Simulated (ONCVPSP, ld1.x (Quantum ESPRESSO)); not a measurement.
Potentials for B compared

Generated with ld1.x 7.5 (TM, RRKJ, ultrasoft, PAW), atompaw 4.2 or ONCVPSP 4.0.1. The cutoff is in Ry: for ld1.x and atompaw files where the sum of valence levels is converged to 10 mRy in a Bessel basis, for ONCV files where the hardest occupied wave has 1 mHa per electron of residual kinetic energy. The error is the largest all-electron minus pseudo excitation energy over each file’s own four to seven test configurations (ionisations up to +4, promotions, holes and added fractions of an electron), all of which were solved. The labels leave out finer settings (local radius, basis sizes, second energies), which also bear on the numbers. Spin-polarised tests are not counted. The rows are a selection from randomly drawn settings: files with unsolved tests, undetermined cutoffs or missed reference levels are left out.

A true bound ghost makes a file unfit for plane-wave use even where its test errors are small: the radial tests pick states by their node count and pass the ghost by.

| potential | cutoff (Ry) | largest error (meV) | bound ghosts |
| --- | --- | --- | --- |
| ultrasoft, PBE, non-relativistic, rc 1.15/3.45/2.80 (spd), local smoothed, core correction no, reference 2s2 2p1 | 21 | +171 | none |
| ONCV, PBE, scalar-relativistic, rc 1.05/0.90/0.90 (spd), local smoothed, core correction yes, reference 2s2, qcut 7.1/8.5/10.8, projectors 3/1/2 | 25 | +6.8 | s |
| ONCV, LDA (Perdew-Zunger), non-relativistic, rc 0.55/0.45 (sp), local smoothed, core correction no, reference 1s2 2s2, qcut 17.6/17.6, projectors 2/1 | 291 | +10 | none |
| ONCV, PBE, scalar-relativistic, rc 1.45/2.40 (sp), local smoothed, core correction no, reference 2s2 2p0.5, qcut 4.6/5.6, projectors 2/2 | 22 | +94 | none |

Question: Fill in the row for B: ONCV, PBEsol, scalar-relativistic, rc 1.65/3.20/2.70 (spd), local smoothed, core correction no, reference 2s2 2p1, qcut 4.7/4.5/3.8, projectors 2/1/2.

Answer: cutoff 19 Ry, largest error +299 meV, bound ghosts: none.
